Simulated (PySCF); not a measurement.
BiCl2, doublet, at a GFN2-xTB geometry (such geometries of metal compounds can be far from the true shape) (the spin is typed, not shown lowest) (core potentials on Bi). Base run: BLYP/def2-SV(P) in PySCF.

The PySCF input:
```python
from pyscf import gto, scf, dft

mol = gto.Mole()
mol.atom = '''
    Bi    0.31935808   -0.02910973    0.37116121
    Cl    0.59421202    0.41454246   -2.06120785
    Cl   -2.15343088   -0.27241847    0.24906782
'''
mol.basis = 'def2-sv(p)'
mol.ecp = {'Bi': 'def2-sv(p)'}
mol.spin = 1
mol.verbose = 4
mol.build()

mf = dft.UKS(mol)
mf.xc = 'blyp'
mf.kernel()
```

Each row names what was changed in the base input (with any setting that the change needs).

```tsv
change	ΔE vs base (mEh)	grid points	electrons on the grid
base	0.000	61208	57.00000
grids.level = 4	0.000	91296	57.00000
grids.level = 7	-0.001	266648	57.00000
small_rho_cutoff = 0	0.000	61208	57.00000
grids.atom_grid = (75, 302)	0.000	40736	57.00000
grids.level = 0	116.3	6496	56.98660
grids.radi_method = delley	0.000	59840	57.00000
grids.prune = off	0.001	112840	57.00000
grids.level = 2	0.000	38688	57.00000
grids.atom_grid = (150, 974)	-0.001	220864	57.00000
grids.radi_method = gauss_chebyshev	0.000	58552	57.00000
```

Open shells are given as the SCF converged; they aren't shown to be the lowest states, and a large step between rows can be another state.
